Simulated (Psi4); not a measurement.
Al, charge -1, triplet (a gas-phase anion, which may not be bound at this level); MP2/def2-SVPD run with Psi4.

Here is a job for Psi4.
```
memory 2 GB

molecule {
-1 3
Al    0.00000000    0.00000000    0.00000000
}

set {
  basis def2-svpd
  reference uhf
  freeze_core true
  mp2_type conv
  scf_type pk
  puream true
  d_convergence 1e-8
}

energy('mp2')
print_variables()
```

The log (banner, timings and long lists left out):

```
   => Loading Basis Set <=

    Name: DEF2-SVPD
    Role: ORBITAL
    Keyword: BASIS

         ---------------------------------------------------------
                                   SCF
               by Justin Turney, Rob Parrish, Andy Simmonett
                          and Daniel G. A. Smith
                              UHF Reference
         ---------------------------------------------------------

  ==> Geometry <==

    Molecular point group: d2h
    Geometry (in Angstrom), charge = -1, multiplicity = 3:

       Center              X                  Y                   Z               Mass
    ------------   -----------------  -----------------  -----------------  -----------------
         AL           0.000000000000     0.000000000000     0.000000000000    26.981538530000

  Running in d2h symmetry.

  Rotational constants: A = ************  B = ************  C = ************ [cm^-1]
  Rotational constants: A = ************  B = ************  C = ************ [MHz]
  Nuclear repulsion =    0.000000000000000

  Charge       = -1
  Multiplicity = 3
  Electrons    = 14
  Nalpha       = 8
  Nbeta        = 6

  ==> Algorithm <==

  SCF Algorithm Type is PK.
  DIIS enabled.
  MOM disabled.
  Fractional occupation disabled.
  Guess Type is CORE.
  Energy threshold   = 1.00e-08
  Density threshold  = 1.00e-08
  Integral threshold = 1.00e-12

  ==> Primary Basis <==

  Basis Set: DEF2-SVPD
    Blend: DEF2-SVPD
    Number of shells: 10
    Number of basis functions: 24
    Number of Cartesian functions: 26
    Spherical Harmonics?: true
    Max angular momentum: 2

  ==> Integral Setup <==

  Using in-core PK algorithm.
   Calculation information:
      Number of atoms:                   1
      Number of AO shells:              10
      Number of primitives:             20
      Number of atomic orbitals:        26
      Number of basis functions:        24

      Integral cutoff                 1.00e-12
      Number of threads:                 1

  Performing in-core PK
  Using 90300 doubles for integral storage.
  We computed 1540 shell quartets total.
  Whereas there are 1540 unique shell quartets.

  ==> DiskJK: Disk-Based J/K Matrices <==

    J tasked:                  Yes
    K tasked:                  Yes
    wK tasked:                  No
    Schwarz Cutoff:          1E-12

  Minimum eigenvalue in the overlap matrix is 1.3192166802E-02.
  Reciprocal condition number of the overlap matrix is 4.7487025990E-03.
[...]
  @UHF Final Energy:  -241.72612360889696
    Total Energy =                       -241.7261236088969554
  DIE_IF_NOT_CONVERGED          => (empty)
[...]
  ZORA_SPHERICAL_POINTS         => (empty)

 ==============================================================================
 ==============================================================================
 ==============================================================================

                             MP2
                    Program Written by Ugur Bozkaya,
              Additional Contributions by J. P. Misiewicz

 ==============================================================================
 ==============================================================================
 ==============================================================================

	MO spaces per irreps...

	IRREP   FC   AOCC  BOCC  AVIR    BVIR  FV
	==========================================
	  Ag     2     2     1     5      6     0
	 B1g     0     0     0     2      2     0
	 B2g     0     0     0     2      2     0
	 B3g     0     0     0     2      2     0
	  Au     0     0     0     0      0     0
	 B1u     1     0     0     2      2     0
	 B2u     1     1     0     1      2     0
	 B3u     1     0     0     2      2     0
	==========================================

	Computing MP2 energy using SCF MOs (Canonical MP2)...
	==============================================================================
	Nuclear Repulsion Energy (a.u.)    :     0.00000000000000
	SCF Energy (a.u.)                  :  -241.72612360889696
	REF Energy (a.u.)                  :  -241.72612360889696
	Alpha-Alpha Contribution (a.u.)    :    -0.00367843469757
	Alpha-Beta Contribution (a.u.)     :    -0.03121582121618
	Beta-Beta Contribution (a.u.)      :    -0.00000000000000
	Scaled_SS Correlation Energy (a.u.):    -0.00122614489919
	Scaled_OS Correlation Energy (a.u.):    -0.03745898545942
	SCS-MP2 Total Energy (a.u.)        :  -241.76480873925556
	SOS-MP2 Total Energy (a.u.)        :  -241.76670417647799
	SCSN-MP2 Total Energy (a.u.)       :  -241.73259765396469
	SCS-MP2-VDW Total Energy (a.u.)    :  -241.76791907740247
	SOS-PI-MP2 Total Energy (a.u.)     :  -241.76982575859961
	MP2 Correlation Energy (a.u.)      :    -0.03489425591375
	MP2 Total Energy (a.u.)            :  -241.76101786481070
	==============================================================================

  Variable Map:
  ----------------------------------------------------------------------------
[...]
  Array Variable Map:
  ----------------------------------------------------------------------------
[...]
[...]
```
